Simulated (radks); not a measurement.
Results of a calculation; reference values are marked as such.
Ag42+, configuration [He] 2s2 2p1.

Code: a radial shooting solver on a logarithmic mesh with Libxc functionals. Model: scalar-relativistic Kohn-Sham, exchange-only LDA, spin-polarised, spherical densities, point nucleus; open shells are filled with parallel spins first (spin-orbit coupling, left out, can overturn this in heavy ions).

Energy parts (Ry):
part                    energy
total              -6029.71173
kinetic             6375.72661
electron-nucleus  -12636.68966
Hartree              312.55207
exchange             -81.30074

Orbitals (lengths in bohr, moments of r in powers of bohr):
| orbital | occ. | eigenvalue (Ry) | <r^2> | <1/r> |
|---|---|---|---|---|
| 1s up | 1 | -2131.212 | 0.001299 | 49.51 |
| 1s down | 1 | -2130.110 | 0.001298 | 49.53 |
| 2s up | 1 | -501.5333 | 0.01907 | 11.95 |
| 2s down | 1 | -499.7103 | 0.01914 | 11.92 |
| 2p up | 1 | -481.6941 | 0.01451 | 11.51 |
| 2p down | 0 | -479.4871 | 0.01457 | 11.49 |

The highest occupied level is 2p up at -6553.8 eV. Spin moment in Bohr magnetons: 1.
